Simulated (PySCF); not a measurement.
`C=C1C[C@@H](F)[C@@H]1Cl`, C$_{5}$H$_{6}$ClF

Cartesian coordinates in Å; atom numbers follow the order of the lines, from 1:
```xyz
13

C     1.759   -0.351    0.901
C     0.567   -0.164    0.377
C    -0.489   -1.063   -0.212
C    -1.187    0.190   -0.766
F    -2.506    0.318   -0.425
C    -0.231    1.072    0.054
Cl    0.619    2.348   -0.844
H     2.169   -1.339    1.024
H     2.368    0.477    1.218
H    -0.150   -1.787   -0.950
H    -1.095   -1.569    0.539
H    -1.117    0.327   -1.847
H    -0.714    1.542    0.912
```

Method: PySCF 2.14.0, GIAO PBE0/pcSseg-1 magnetisability, rotational g tensor and spin-rotation constants, non-relativistic, gas phase. Geometry: GFN2-xTB.

**Question.** What are the magnetisability and the molar susceptibility?

**Answer.** Isotropic -1119 × 10⁻³⁰ J/T², or -67.4 × 10⁻⁶ cm³/mol; principal values -1193, -1102, -1061 × 10⁻³⁰ J/T², anisotropy 117 × 10⁻³⁰ J/T² (root of half the summed squared differences of the principal values). The susceptibility is in cgs units.

**Question.** Split it along the inertial axes a, b, c into diamagnetic and paramagnetic parts about the centre of mass, with the quadrupole moment.

**Answer.** 
```tsv
axis	χ (10⁻⁶ cm³/mol)	diamagnetic (10⁻⁶ cm³/mol)	paramagnetic (10⁻⁶ cm³/mol)	summed x² of all electrons (Å²)	quadrupole Θ (D Å)
a	-69.5	-552.3	482.9	129.6	-4.58
b	-65.6	-639.7	574.2	109.0	+1.73
c	-67.1	-1012.0	944.8	21.2	+2.85
```
Anisotropies 2χaa − χbb − χcc = -6.2 and 2χbb − χaa − χcc = +5.4 × 10⁻⁶ cm³/mol. Θ is traceless in Buckingham's convention.

**Question.** And the rotational g tensor?

**Answer.** 
| axis | rotational constant (GHz) | g | nuclear part | electronic part |
| --- | --- | --- | --- | --- |
| a | 2.5746 | -0.0163 | 0.5678 | -0.5840 |
| b | 2.0230 | -0.0200 | 0.5256 | -0.5457 |
| c | 1.2239 | -0.0116 | 0.5317 | -0.5433 |

Asymmetric top; isotopes 12C, 35Cl, 19F, 1H; no vibrational averaging.
